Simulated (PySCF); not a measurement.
Computed with core-valence-separated Tamm–Dancoff BHandHLYP/aug-pcX-1 (pcseg-1 on H) in PySCF, non-relativistic, gas phase, PBE0-D3(BJ)/def2-SVP geometry. The energies are unshifted.

Main lines of an unknown, eV (oscillator strength): C K: 283.6 (0.064), 283.8 (0.050), 283.8 (0.081), 283.9 (0.036), 285.7 (0.012); B K: 185.4 (0.092), 191.8 (0.012), 191.9 (0.010), 192.7 (0.011). Listed: the first five lines at most of each edge with a tenth or more of its strongest line's intensity; roots within 0.03 eV on the same or equivalent atoms are summed. Only the lowest roots were sought, and the top ones are left out.

Question: Which candidate gives them?
A. `BC#CC`
B. `BCC#C`

Answer: B. 

- `BCC#C`: C K: 283.6 (0.064), 283.8 (0.050), 283.8 (0.081), 283.9 (0.036), 285.7 (0.012); B K: 185.4 (0.092), 191.8 (0.012), 191.9 (0.010), 192.7 (0.011). First C line listed at 283.6 eV, hole on the terminal alkyne carbon (1s→π*); first B line listed at 185.4 eV, hole on the three-coordinate boron.
- `BC#CC`: C K: 282.0 (0.026), 282.1 (0.044), 283.1 (0.062), 284.4 (0.056), 285.0 (0.056); B K: 185.4 (0.084), 191.2 (0.014), 192.1 (0.010). First C line listed at 282.0 eV, hole on the alkyne carbon; first B line listed at 185.4 eV, hole on the three-coordinate boron.

One conformer each; other structures than these candidates weren't tested.
